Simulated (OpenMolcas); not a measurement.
Computed levels of Nb2+

```
Program             : OpenMolcas
Method              : SS-CASPT2, IPEA 0.25 Eh, imaginary shift 0.1 Eh (closed shells correlated: 4s 4p)
Basis               : ANO-RCC-VQZP [8s7p5d3f2g1h]
Scalar Hamiltonian  : DKH2, point nucleus
Active space        : 3 electrons in 6 orbitals (4d 5s)
State averaging     : 2S+1 = 4 even, 20 roots; 2S+1 = 2 even, 70 roots kept (CI in the orbitals of an earlier block)
Spin-orbit coupling : RASSI with atomic mean-field integrals over the reference wave functions, term energies averaged over their components
```

Spin-free terms above the lowest, with the occupations of the reference:

```json
{"Configuration": "4d³", "Term": "⁴F", "E (eV)": "0.0000", "Occupations": "4d 3.00"}
{"Configuration": "4d³", "Term": "⁴P", "E (eV)": "1.042", "Occupations": "4d 3.00"}
{"Configuration": "4d³", "Term": "²G", "E (eV)": "1.056", "Occupations": "4d 2.99 5s 0.01"}
{"Configuration": "4d³", "Term": "²P", "E (eV)": "1.197", "Occupations": "4d 2.93 5s 0.07"}
{"Configuration": "4d³", "Term": "²D(1)", "E (eV)": "1.460", "Occupations": "4d 2.94 5s 0.06"}
{"Configuration": "4d³", "Term": "²H", "E (eV)": "1.485", "Occupations": "4d 3.00"}
{"Configuration": "4d³", "Term": "²F", "E (eV)": "2.349", "Occupations": "4d 2.85 5s 0.15"}
{"Configuration": "4d² 5s", "Term": "⁴F", "E (eV)": "3.172", "Occupations": "4d 2.00 5s 1.00"}
{"Configuration": "4d³", "Term": "²D(2)", "E (eV)": "3.929", "Occupations": "4d 2.88 5s 0.12"}
{"Configuration": "4d² 5s", "Term": "²F", "E (eV)": "4.037", "Occupations": "4d 2.15 5s 0.85"}
{"Configuration": "4d² 5s", "Term": "²D", "E (eV)": "4.266", "Occupations": "4d 2.12 5s 0.88"}
{"Configuration": "4d² 5s", "Term": "⁴P", "E (eV)": "4.282", "Occupations": "4d 2.00 5s 1.00"}
{"Configuration": "4d² 5s", "Term": "²G", "E (eV)": "4.962", "Occupations": "4d 2.01 5s 0.99"}
{"Configuration": "4d² 5s", "Term": "²P", "E (eV)": "5.256", "Occupations": "4d 2.07 5s 0.93"}
{"Configuration": "4d² 5s", "Term": "²S", "E (eV)": "7.080", "Occupations": "4d 2.00 5s 1.00"}
{"Configuration": "4d 5s²", "Term": "²D", "E (eV)": "8.984", "Occupations": "4d 1.06 5s 1.94"}
```

With spin-orbit coupling, above the lowest level:

```csv
Configuration,Term,J,E (eV),Measured (eV),g,Term weight %,Second
4d³,⁴F,3/2,0.0000,0.0000,0.402,99,
4d³,⁴F,5/2,0.0657,0.0640,1.029,100,
4d³,⁴F,7/2,0.1497,0.1459,1.238,100,
4d³,⁴F,9/2,0.2464,0.2404,1.331,99,
4d³,⁴P,3/2,1.091,1.0672,1.607,73,24 ²P
4d³,⁴P,1/2,1.102,1.0742,2.373,85,15 ²P
4d³,²G,7/2,1.158,1.1451,0.890,99,
4d³,⁴P,5/2,1.222,1.1895,1.596,99,
4d³,²G,9/2,1.229,1.2156,1.097,90,9 ²H
4d³,²P,1/2,1.339,,0.963,85,15 ⁴P
4d³,²P,3/2,1.376,,1.318,51,26 ⁴P
4d³,²H,9/2,1.631,1.6014,0.926,91,8 ²G
4d³,²D(1),3/2,1.642,,0.941,73,25 ²P
4d³,²D(1),5/2,1.663,1.6234,1.204,98,
4d³,²H,11/2,1.674,1.6445,1.091,100,
4d³,²F,7/2,2.501,2.4625,1.143,100,
4d³,²F,5/2,2.503,2.4766,0.859,99,
4d² 5s,⁴F,3/2,3.176,3.1269,0.402,99,
4d² 5s,⁴F,5/2,3.237,,1.029,99,
4d² 5s,⁴F,7/2,3.322,,1.238,100,
4d² 5s,⁴F,9/2,3.427,3.3939,1.334,100,
4d³,²D(2),5/2,4.031,,1.075,61,37 4d² 5s ²F
4d³,²D(2),3/2,4.100,,0.801,99,
4d² 5s,²F,5/2,4.157,4.1731,0.997,59,37 4d³ ²D(2)
4d² 5s,²F,7/2,4.248,4.3493,1.142,99,
4d² 5s,²D,5/2,4.356,,1.345,58,39 ⁴P
4d² 5s,⁴P,1/2,4.370,4.2793,2.668,100,
4d² 5s,⁴P,3/2,4.385,4.3155,1.371,61,38 ²D
4d² 5s,²D,3/2,4.456,4.5298,1.163,60,39 ⁴P
4d² 5s,⁴P,5/2,4.548,,1.441,61,38 ²D
4d² 5s,²G,9/2,5.119,5.0679,1.112,100,
4d² 5s,²G,7/2,5.119,5.0764,0.890,100,
4d² 5s,²P,1/2,5.359,,0.670,100,
4d² 5s,²P,3/2,5.443,,1.330,99,
4d² 5s,²S,1/2,7.246,,2.000,100,
4d 5s²,²D,3/2,9.036,,0.800,100,
4d 5s²,²D,5/2,9.205,,1.200,100,
```

Against the 22 measured excited levels shown (the list in Shadmi, J. Res. Natl. Bur. Stand. 70A, 435 (1966)) the mean absolute deviation is 300 cm-1; the largest miss in energy is 4d² 5s ²F_7/2: computed 4.248, measured 4.3493 eV (-2.3 %), and the largest in proportion 4d³ ⁴F_5/2 (+2.8 %).

Spin-orbit coupling puts the lowest level 0.1536 eV below the lowest spin-free term.

For ⁴F the intervals divided by the larger J are 212.1, 193.6, 173.2 cm-1. Landé's interval rule makes them equal in pure LS coupling; they differ by 20 % of their mean. The multiplet is regular.

Term energies are means over components that CASPT2 splits; among the terms shown or strongly mixed into the levels shown the widest spread is 700 cm-1 (4d² 5s ²G). Some levels mix across a computed gap that differs much from the measured one, so their mixing is not that of the real levels. Terms from blocks run as CI alone lack orbitals of their own. A single d shell beside an s shell can misplace configurations of different d count against each other. The CASPT2 spread within a term exceeds the gap to the next term for 4d³ ²D(1) and 4d³ ²H, so the order of their levels is uncertain. Computed and measured levels are paired by configuration, term and J; levels that our copy of the source lacks, or whose pairing is in doubt (as where it misses far off the trend of its configuration), stay unpaired and out of the deviations. Only configurations of the active space appear.

The term weight is that of the spin-free term in the level, not the purity of its configuration. A number in round brackets counts repeated terms of one configuration in the order of the reference energies.
